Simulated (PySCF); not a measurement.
C₆H₇F₃O.
Numbering: `[F:1][C:2]([F:3])([F:4])[C:5]1=[CH:6][O:7][CH2:8][CH2:9][CH2:10]1` (hydrogens: H11 on C6; H12, H13 on C8; H14, H15 on C9; H16, H17 on C10)

Level: CAM-B3LYP/def2-SVPD in PySCF, non-relativistic, on one gas-phase PBE0-D3(BJ)/def2-SVP geometry that isn't relaxed in the solvent. The solvent is an IEF-PCM continuum (cavity from Bondi-type radii × 1.2), and excitations are vertical TDDFT with non-equilibrium linear response and a frozen core. Specific hydrogen bonds and non-electrostatic terms are outside this model.

Gas-phase singlets (H = HOMO, L = LUMO):

| state | E (eV) | λ (nm) | f | leading configurations |
| --- | --- | --- | --- | --- |
| S1 | 6.409 | 193 | 0.161 | H→L 91% |
| S2 | 6.818 | 182 | 0.078 | H→L+1 86% |
| S3 | 7.635 | 162 | 0.011 | H→L+3 83% |
| S4 | 7.722 | 161 | 0.017 | H→L+4 80%, H→L+2 14% |
| S5 | 7.750 | 160 | 0.009 | H→L+2 77%, H→L+4 13% |

Question: Give the list for acetone (ε = 20.49), n² = 1.85.

Answer: 
```
state  E (eV)  λ (nm)      f  leading configurations  change by rank (eV)
   S1   6.398     194  0.255                 H→L 92%               -0.011
   S2   6.780     183  0.057               H→L+1 85%               -0.038
   S3   7.620     163  0.003    H→L+2 59%, H→L+3 23%               -0.015
   S4   7.769     160  0.013    H→L+3 66%, H→L+2 23%               +0.047
   S5   7.816     159  0.016               H→L+4 89%               +0.066
```

Question: Give the list for methanol (ε = 32.61), n² = 1.77.

Answer: 
```json
{"state": "S1", "E (eV)": "6.404", "λ (nm)": "194", "f": "0.252", "leading configurations": "H→L 92%", "change by rank (eV)": "-0.005"}
{"state": "S2", "E (eV)": "6.781", "λ (nm)": "183", "f": "0.056", "leading configurations": "H→L+1 85%", "change by rank (eV)": "-0.037"}
{"state": "S3", "E (eV)": "7.617", "λ (nm)": "163", "f": "0.003", "leading configurations": "H→L+2 60%, H→L+3 22%", "change by rank (eV)": "-0.018"}
{"state": "S4", "E (eV)": "7.771", "λ (nm)": "160", "f": "0.013", "leading configurations": "H→L+3 68%, H→L+2 21%", "change by rank (eV)": "+0.049"}
{"state": "S5", "E (eV)": "7.819", "λ (nm)": "159", "f": "0.016", "leading configurations": "H→L+4 89%", "change by rank (eV)": "+0.069"}
```

Question: The ground-state energy changes by -0.184 eV from gas to methanol. By how much does the total energy of gas-phase S3 change?

Answer: E(S3) = E(S0) + excitation energy, so it changes by -0.184 + 0.136 = -0.048 eV: it is lowered less than the ground state, which is what a blue shift means. This is the vertical state, with the slow part of the continuum still set for S0.

Question: How do the frontier levels move from gas to methanol?

Answer: 
```tsv
orbital	gas (eV)	solvent (eV)	change (eV)	Löwdin shares, gas	Löwdin shares, solvent
LUMO+2	1.82	1.91	+0.09	C2 12 %, H12 11 %, C8 9 %, F3 8 %	O7 15 %, C8 11 %, C2 10 %, F3 10 %
LUMO+1	1.26	1.40	+0.14	C6 20 %, C5 13 %, O7 12 %, H16 6 %	C6 18 %, C2 11 %, C5 11 %, O7 10 %
LUMO	0.91	1.16	+0.25	C6 17 %, C5 13 %, C8 10 %, O7 8 %	C6 24 %, C5 17 %, O7 10 %, C10 6 %
HOMO	-8.41	-8.25	+0.16	C5 33 %, O7 24 %, C6 19 %, C10 7 %	C5 32 %, O7 24 %, C6 19 %, C10 7 %
HOMO-1	-10.90	-10.61	+0.29	O7 29 %, C8 15 %, C9 14 %, C10 10 %	O7 26 %, C8 16 %, C9 16 %, C10 11 %
HOMO-2	-11.22	-10.81	+0.41	C8 18 %, C9 17 %, O7 13 %, H13 11 %	C9 19 %, C8 18 %, O7 11 %, C10 11 %
HOMO-3	-11.58	-11.25	+0.33	C9 20 %, C10 18 %, C5 14 %, H14 10 %	C9 23 %, C10 18 %, C5 13 %, H14 11 %
```

The HOMO–LUMO gap goes from 9.32 to 9.41 eV.
